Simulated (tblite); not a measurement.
Species: C₆H₁₁NOSi.
SMILES with atom numbers: `[CH2:1]=[CH:2][C@@H:3]([CH3:4])[C@H:5]([C:6]#[N:7])[O:8][SiH3:9]` (hydrogens: H10, H11 on C1; H12 on C2; H13 on C3; H14, H15, H16 on C4; H17 on C5; H18, H19, H20 on Si9)

Computed with GFN2-xTB (tblite), gas phase: L-BFGS steps from a force-field or distance-geometry start until the largest atomic force falls under 0.01 eV/Å.

The end geometry, which sets the zero of energy:
```
atom  x, y, z in Å
C1      1.5643   -1.9331    0.0256
C2      1.0680   -0.9403   -0.6869
C3      0.8669    0.4534   -0.1737
C4      1.6053    1.4650   -1.0495
C5     -0.6530    0.7493   -0.1496
C6     -0.8977    2.1094    0.2975
N7     -1.1005    3.1693    0.6739
O8     -1.2908   -0.1379    0.7221
Si9    -2.5271   -1.1520    0.4472
H10     1.8677   -1.7985    1.0506
H11     1.6914   -2.9204   -0.3847
H12     0.7657   -1.0960   -1.7151
H13     1.2303    0.5181    0.8568
H14     1.4706    2.4753   -0.6693
H15     2.6678    1.2337   -1.0576
H16     1.2381    1.4284   -2.0737
H17    -1.0551    0.6584   -1.1711
H18    -3.7747   -0.4177    0.2207
H19    -2.2609   -1.9635   -0.7452
H20    -2.4817   -1.8901    1.6948
```

Question: These geometries come from the run, each turned onto the end geometry. Order them by energy, lowest first.
A.
```
atom  x, y, z in Å
C1      1.5940   -1.9275    0.0365
C2      1.0516   -0.9570   -0.6739
C3      0.8675    0.4443   -0.1759
C4      1.5899    1.4574   -1.0627
C5     -0.6480    0.7524   -0.1417
C6     -0.8756    2.1065    0.3320
N7     -1.0626    3.1615    0.7303
O8     -1.2952   -0.1415    0.7140
Si9    -2.5352   -1.1433    0.4178
H10     1.9530   -1.7564    1.0380
H11     1.7039   -2.9255   -0.3506
H12     0.6888   -1.1399   -1.6778
H13     1.2404    0.5195    0.8505
H14     1.4070    2.4694   -0.7060
H15     2.6594    1.2710   -1.0375
H16     1.2470    1.3836   -2.0933
H17    -1.0513    0.6839   -1.1638
H18    -3.7686   -0.3906    0.1885
H19    -2.2714   -1.9606   -0.7700
H20    -2.5000   -1.8965    1.6585
```
B.
```
atom  x, y, z in Å
C1      1.7262   -1.8811    0.0795
C2      1.0438   -0.9760   -0.5951
C3      0.8601    0.4474   -0.1601
C4      1.5392    1.3991   -1.1465
C5     -0.6544    0.7636   -0.0795
C6     -0.8420    2.0792    0.5096
N7     -0.9802    3.0984    1.0079
O8     -1.3196   -0.1844    0.7055
Si9    -2.5932   -1.1171    0.3235
H10     2.2056   -1.6512    1.0173
H11     1.8385   -2.8918   -0.2753
H12     0.5713   -1.2293   -1.5368
H13     1.2910    0.5863    0.8363
H14     1.3187    2.4354   -0.8989
H15     2.6160    1.2539   -1.1150
H16     1.1975    1.2041   -2.1613
H17    -1.0656    0.7883   -1.1002
H18    -3.7717   -0.3015    0.0130
H19    -2.2900   -1.9296   -0.8602
H20    -2.6965   -1.8827    1.5492
```
C.
```
atom  x, y, z in Å
C1      1.9099   -1.8418    0.1891
C2      1.1125   -1.0243   -0.4767
C3      0.8690    0.4182   -0.1308
C4      1.4072    1.3540   -1.2269
C5     -0.6476    0.7094    0.0195
C6     -0.8106    2.0062    0.6551
N7     -0.9422    3.0315    1.1426
O8     -1.3218   -0.2749    0.7506
Si9    -2.6395   -1.0515    0.1894
H10     2.4259   -1.5695    1.0981
H11     2.0773   -2.8455   -0.1680
H12     0.6493   -1.3690   -1.3953
H13     1.3696    0.6505    0.8153
H14     1.5566    2.3560   -0.8284
H15     2.3435    0.9880   -1.6466
H16     0.6752    1.4312   -2.0290
H17    -1.0806    0.7994   -0.9912
H18    -3.6629   -0.0887   -0.2448
H19    -2.3134   -1.8755   -0.9862
H20    -2.9827   -1.7931    1.3773
```
D.
```
atom  x, y, z in Å
C1      1.9398   -1.7572    0.1494
C2      1.1178   -1.0038   -0.6386
C3      0.8183    0.3545   -0.0971
C4      1.3050    1.3056   -1.2155
C5     -0.6491    0.5903    0.1317
C6     -0.8239    1.9700    0.6407
N7     -0.9544    3.0554    1.0259
O8     -1.2281   -0.2429    1.0759
Si9    -2.5698   -0.9714    0.2374
H10     2.2740   -1.2956    1.0908
H11     2.2231   -2.7652   -0.1355
H12     0.7273   -1.3818   -1.5689
H13     1.4381    0.5732    0.8067
H14     1.6427    2.2526   -0.7957
H15     2.1973    0.8294   -1.6862
H16     0.5054    1.4005   -1.9681
H17    -1.2431    0.4982   -0.8037
H18    -3.4115    0.1327   -0.2565
H19    -1.9897   -1.6416   -0.9421
H20    -3.3245   -1.8921    1.0622
```
E.
```
atom  x, y, z in Å
C1      1.9277   -1.8303    0.1791
C2      1.1320   -1.0424   -0.5233
C3      0.8560    0.3839   -0.1182
C4      1.3399    1.3300   -1.2357
C5     -0.6556    0.6694    0.0786
C6     -0.8220    1.9867    0.6719
N7     -0.9478    3.0554    1.0555
O8     -1.3108   -0.2934    0.8661
Si9    -2.6208   -1.0260    0.2166
H10     2.3685   -1.5058    1.1131
H11     2.2099   -2.8194   -0.1454
H12     0.6698   -1.3564   -1.4598
H13     1.3784    0.5754    0.8365
H14     1.5797    2.3078   -0.8343
H15     2.2287    0.9231   -1.7054
H16     0.5893    1.4677   -2.0185
H17    -1.1195    0.7294   -0.9271
H18    -3.5156    0.0722   -0.2285
H19    -2.0961   -1.7487   -0.9680
H20    -3.1969   -1.8677    1.2595
```

Answer: A (0.004 eV), B (0.016 eV), C (0.132 eV), E (0.264 eV), D (1.044 eV).

In the order of the answer:

```tsv
step	E above end (eV)	largest force (eV/Å)	rms force component (eV/Å)	rms distance from end (Å)	rms bond change (Å)	bond most changed (Å)
93	0.004	0.09	0.022	0.047	0.001	Si9–H18 -0.002
70	0.016	0.04	0.013	0.205	0.001	O8–Si9 +0.002
20	0.132	0.23	0.071	0.409	0.004	C3–C4 +0.010
12	0.264	0.39	0.136	0.464	0.009	Si9–H18 +0.020
0	1.044	3.65	0.863	0.526	0.034	O8–Si9 +0.119
```

What follows is the cost of the whole relaxation. On one thread of an Intel Xeon at 2.50 GHz, on a shared host, this took 3.0 s.
